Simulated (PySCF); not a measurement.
Sn(Cl)3(GeH3), H3Cl3GeSn, SMILES [Cl][Sn]([GeH3])([Cl])[Cl], singlet (PBE0/def2-SVP optimised geometry):

```
8

Cl    -1.501    -1.990    -2.080
Sn    -0.849    -1.127     0.000
Cl     1.495    -1.127     0.000
Cl    -1.495     1.127     0.000
Ge    -1.854    -2.467     1.996
H     -1.395    -3.921     1.839
H     -3.379    -2.343     1.902
H     -1.313    -1.837     3.284
```

Calculation: PBE0/def2-TZVP, def2 effective core potentials past Kr run with PySCF.

### Question
What are the frontier orbital energies and the dipole moment?

### Answer
HOMO-2 -9.23 eV, HOMO-1 -9.10 eV, HOMO -8.65 eV, LUMO -2.48 eV, LUMO+1 -1.01 eV; dipole moment 4.19 D.

On the same geometry PBE/def2-TZVP, def2 effective core potentials past Kr in PySCF gives HOMO-2 -7.80 eV, HOMO-1 -7.66 eV, HOMO -7.47 eV, LUMO -3.32 eV, LUMO+1 -1.75 eV; dipole moment 4.04 D.
